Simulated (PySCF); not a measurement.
Molecule: `B[C@@H]1C[C@H]1C`, C₄H₉B.

Mapped SMILES: `[BH2:1][C@@H:2]1[CH2:3][C@H:4]1[CH3:5]`. Hydrogens are named by the atom that carries them. Ha(C3) is cis to B1 on the ring; Hb(C3) is trans to B1 on the ring.

Geometry PBE0-D3(BJ)/def2-SVP throughout; GIAO in PySCF, gas phase, one conformer, non-relativistic; equivalent atoms averaged; basis pcSseg-1.

For orientation, BLYP gives these shifts δ (against TMS at the same level): C5 23.5, C2 32.5, C3 26.1, C4 27.0, H(B1) 6.81, H(C5) 1.27, Ha(C3) 1.37, H(C4) 1.49, Hb(C3) 1.06 ppm.

A run gave: C5 21.6, C2 24.9, C3 22.1, C4 21.5, H(B1) 6.73, H(C5) 1.19, Ha(C3) 1.20, H(C4) 1.22, Hb(C3) 0.94 ppm (shifts δ (against TMS at the same level)).

Q: Which functional was used in that run?
A. OPBE
B. wB97X-D
C. B97-D
D. KT2
E. KT3

A: B. C4 tells them apart best: wB97X-D gives 21.5, KT3 gives 24.7, KT2 gives 25.0, OPBE gives 25.9, B97-D gives 25.2 ppm.
